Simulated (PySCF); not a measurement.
First SCF of a structure search on singlet ZrCl₂, at a hand-made bent geometry. PySCF input:

```python
from pyscf import gto, scf, dft
mol = gto.M(atom='''
Zr     0.000000     0.000000     0.000000
Cl     2.072500     0.000000     1.451100
Cl    -2.072500     0.000000     1.451100''',
    basis={'Zr': 'def2-TZVP', 'Cl': 'def2-TZVP'},
    ecp={'Zr': 'def2-TZVP'},
    charge=0, spin=0)
mf = dft.RKS(mol, xc='PBE')
mf.grids.atom_grid = (50, 194)
aux = {'Zr': 'def2-universal-JKFIT', 'Cl': 'def2-universal-JKFIT'}
mf = mf.density_fit(auxbasis=aux)
mf.conv_tol = 1e-08
mf.diis_space = 10
mf.max_cycle = 60
mf.init_guess = 'minao'
mf.verbose = 4
mf.kernel()
```

Excerpt of the output (cycles and frontier levels):

```
init E= -961.8324040276
  HOMO = -0.46985519511792  LUMO = -0.460303996526081  gap/eV = 0.25990
cycle= 1 E= -963.631874342837  delta_E= -1.8  |g|= 3.98  |ddm|= 4.68
cycle= 2 E= -944.836774155781  delta_E= 18.8  |g|= 6.55  |ddm|= 10.2
  HOMO = -0.182601987555124  LUMO = -0.159936239083913  gap/eV = 0.61677
cycle= 3 E= -966.991104431329  delta_E= -22.2  |g|= 0.676  |ddm|= 9.78
  HOMO = -0.192633165643519  LUMO = -0.170649488769861  gap/eV = 0.59821
cycle= 4 E= -966.816056534357  delta_E= 0.175  |g|=  1.1  |ddm|= 2.29
  HOMO = -0.181172628837172  LUMO = -0.176646101683989  gap/eV = 0.12317
cycle= 5 E= -967.117646337461  delta_E= -0.302  |g|= 0.287  |ddm|= 0.643
  HOMO = -0.158296931775295  LUMO = -0.144238819078292  gap/eV = 0.38254
cycle= 6 E= -967.119206724308  delta_E= -0.00156  |g|= 0.201  |ddm|=  1.9
  HOMO = -0.160261230851835  LUMO = -0.149921134017242  gap/eV = 0.28137
cycle= 7 E= -967.15285296152  delta_E= -0.0336  |g|= 0.0765  |ddm|= 1.44
... 13 lines left out ...
cycle= 14 E= -967.156953987021  delta_E= -9e-06  |g|= 0.000442  |ddm|= 0.017
  HOMO = -0.172089064662853  LUMO = -0.169619417141479  gap/eV = 0.06720
cycle= 15 E= -967.156953896552  delta_E= 9.05e-08  |g|= 0.000491  |ddm|= 0.00703
  HOMO = -0.172082284365863  LUMO = -0.169612353574276  gap/eV = 0.06721
cycle= 16 E= -967.156954202179  delta_E= -3.06e-07  |g|= 7.8e-05  |ddm|= 0.00447
  HOMO = -0.172083981452629  LUMO = -0.169613911126565  gap/eV = 0.06721
cycle= 17 E= -967.156954209845  delta_E= -7.67e-09  |g|= 1.69e-05  |ddm|= 0.00067
  HOMO = -0.172079526754626  LUMO = -0.169607829505443  gap/eV = 0.06726
Extra cycle  E= -967.156954133729  delta_E= 7.61e-08  |g|= 0.000246  |ddm|= 0.00194
converged SCF energy = -967.156954133729
```

No lower solution of this spin was found from smeared starts or by a stability analysis within the restricted form, which does not test spin polarisation.

At the minimum of this search the closed-shell solution is unstable towards spin polarisation, so a lower open-shell solution exists.

The search for the lowest solution, 3 starts and the stability check together, took 20 s on 2 threads of a shared Arm Neoverse V2 host, with 114 basis functions; the process peaked at 0.39 GiB. Launch command: `OMP_NUM_THREADS=2 python axn.py task.json out`.
